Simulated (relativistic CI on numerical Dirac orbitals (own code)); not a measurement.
Pd⁺ (4d9) in a crystal field

Calculated by Dirac-Coulomb-Breit CI, KLI orbitals optimised for each configuration, QED by a radiative potential, valence Slater integrals scaled by 0.8, one configuration in a parametric crystal field (own radial code).

Field parameters in Wybourne normalisation: D3d B²₀ = −7Dσ, B⁴₀ = −14Dq − 21Dτ, B⁴₃ = −14√(10/7) Dq; D4h B²₀ = −7Ds, B⁴₀ = 21(Dq − Dt), B⁴₄ = 21√(5/14) Dq; Oh B⁴₀ = 21Dq, B⁴₄ = √(5/14) B⁴₀; Td as Oh with Dq negative (B⁴₀ = 21Dq, B⁴₄ = √(5/14) B⁴₀). The field is a parameter set, without covalency.

S is read from ⟨S²⟩ = S(S + 1).

Powder χT (cm³ K mol⁻¹) by Van Vleck's formula, with temperature-independent terms:

```csv
Field,2 K,5 K,10 K,20 K,50 K,100 K,200 K,300 K
"D3d, 10Dq = 6800, Dσ = 390, Dτ = 90 cm⁻¹",0.302,0.316,0.339,0.385,0.509,0.616,0.676,0.698
"D3d, 10Dq = 11200, Dσ = 540, Dτ = -40 cm⁻¹",0.278,0.284,0.294,0.313,0.371,0.458,0.552,0.587
"D4h, 10Dq = 25300, Ds = 1830, Dt = -170 cm⁻¹",0.451,0.451,0.451,0.451,0.452,0.454,0.458,0.462
"Oh, 10Dq = 14350 cm⁻¹",0.519,0.519,0.52,0.52,0.522,0.526,0.533,0.54
"Oh, 10Dq = 26950 cm⁻¹",0.452,0.452,0.452,0.453,0.454,0.456,0.46,0.464
"Td, 10Dq = -2950 cm⁻¹",0.378,0.383,0.39,0.405,0.449,0.522,0.668,0.811
"Td, 10Dq = -9200 cm⁻¹",0.377,0.38,0.384,0.392,0.417,0.458,0.54,0.623
"Td, 10Dq = -11200 cm⁻¹",0.377,0.379,0.383,0.391,0.414,0.453,0.53,0.606
```

Question: For D4h, 10Dq = 25300, Ds = 1830, Dt = -170 cm⁻¹: what effective moment follows at 300 K?

Answer: μ_eff = √(8χT) = 1.92 μB. The ground level has S = 0.50; the spin-only moment for S = 1/2 is 1.73 μB. The difference comes from the orbital moment, spin-orbit mixing of terms and temperature-independent paramagnetism, all larger in this ionic model than in covalent complexes.
